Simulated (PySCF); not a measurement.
This script is equivalent to a calculation on C (carbon, neutral).

```python
from pyscf import gto, scf, dft, mp, cc
import basis_set_exchange as bse
mol = gto.M(atom="C 0 0 0", charge=0, spin=2, symmetry="D2h",
            basis=gto.basis.parse(bse.get_basis("Sapporo-DZP-2012", elements=["C"], fmt="nwchem", header=False)),
            nucmod="G")
mf = dft.UKS(mol, xc="MN15").sfx2c1e()
mf.irrep_nelec = {'Ag': (2, 2), 'B1u': (1, 0), 'B2u': (1, 0)}
mf.kernel()
```

(1) What total energy does it give?

(2) Which occupied shell lies highest, and where?

(3) What is ⟨S²⟩, and what would a pure spin state give?

## Answers

(1) -37.814 hartree (calculated).

(2) 2p α, at -7.906 eV.

(3) 2.001, against 2.00.
